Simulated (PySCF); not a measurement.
Ge(Cl)(SH) (ClGeHS), SMILES [SH][Ge][Cl] (connectivity only; charge and spin as stated), neutral, multiplicity 1.

Geometry optimised at PBE0-D3(BJ)/def2-TZVP. One conformer was computed; it need not be the lowest.

Vertical ionisation energy (IE) and electron affinity (EA) in eV. Rows of orbital energies are one-electron estimates. Where ΔSCF, EOM or ADC give a negative EA the extra electron is unbound and the value depends on the basis.

| level | IE | EA |
|---|---|---|
| −ε(HOMO), −ε(LUMO), CAM-B3LYP/def2-TZVPD (PySCF) | 8.78 | 1.74 |
| ADC(2)/aug-cc-pVDZ (PySCF) | 9.25 | 0.97 |

Q: Beyond the first one, list the lowest photoelectron lines from ADC(2)/aug-cc-pVDZ (PySCF) with their pole strengths (two spins summed). (The exact figures need the calculation; the answer reports its results.)

A: 9.85 eV (1.77), 11.12 eV (1.76), 11.46 eV (1.76), 12.11 eV (1.76), 13.59 eV (1.75).
